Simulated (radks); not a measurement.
These are the eigenvalues of the occupied orbitals of an atom or ion with whole-number occupations (eV). Method: scalar-relativistic Kohn-Sham, TASK exchange with Perdew-Wang LDA correlation, spin-polarised, spherical densities, finite nucleus; meta-GGA in the generalised Kohn-Sham scheme; Fermi nuclear charge, rms radius of each element as measured or else 0.836 A^(1/3) + 0.57 fm; computed with a radial shooting solver on a logarithmic mesh with Libxc functionals.

orbital  eigenvalue
1s up     -45097.40
1s down   -45097.39
2s down   -7363.641
2s up     -7363.636
2p up     -6575.436
2p down   -6575.436
3s up     -1619.313
3s down   -1617.147
3p up     -1370.851
3p down   -1368.668
3d up     -1029.112
3d down   -1027.405
4s up     -332.5884
4s down   -327.2126
4p up     -250.4846
4p down   -245.0160
4d up     -133.7617
4d down   -128.0537
5s up      -51.9098
5s down    -48.1859
5p up      -31.2632
5p down    -28.4335
4f up       -9.1053
6s up       -8.7145

Which element is it, and in what charge state? The configuration may be excited. Open shells, if any, are filled with parallel spins first.

Answer. Z = 61, promethium, charge +1: Pm+ in [Xe] 4f5 6s1. The list shows which subshells hold electrons but not how many an open one holds; the 1s level, -1657.3 hartree, gives Z - s = 57.6 by -(Z - s)^2/2, which with screening and relativity narrows Z to a few neighbours, and the depths of the outer levels then fix element, charge and occupations together.
